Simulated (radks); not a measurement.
The tin anion Sn4-, [Xe], held by a Watson sphere: a shell of charge +4 at radius R that stands for the Madelung well of a crystal (potential energy -4/R inside, -4/r outside, in hartree with lengths in bohr). Method: scalar-relativistic Kohn-Sham, r2SCAN, spin-polarised, spherical densities, finite nucleus; meta-GGA in the generalised Kohn-Sham scheme; Fermi nuclear charge, rms radius of each element as measured or else 0.836 A^(1/3) + 0.57 fm; computed with a radial shooting solver on a logarithmic mesh with Libxc functionals.

| R (bohr) | e(4d) (eV) | e(5s) (eV) | e(5p) (eV) | <r> 5p (bohr) | sum of <r^2> (bohr^2) | X-ray form factor at sin(theta)/lambda = 0.1 1/angstrom |
|---|---|---|---|---|---|---|
| 2.41 | -28.133 | -15.143 | -7.426 | 2.799 | 89.99 | 48.593 |
| 3.29 | -25.102 | -12.140 | -5.972 | 3.256 | 111.5 | 47.805 |
| 3.72 | -24.525 | -11.077 | -5.315 | 3.490 | 123.5 | 47.456 |
| 4.07 | -24.239 | -10.383 | -4.837 | 3.682 | 133.9 | 47.201 |
| 4.64 | -23.964 | -9.525 | -4.174 | 4.001 | 152.1 | 46.846 |
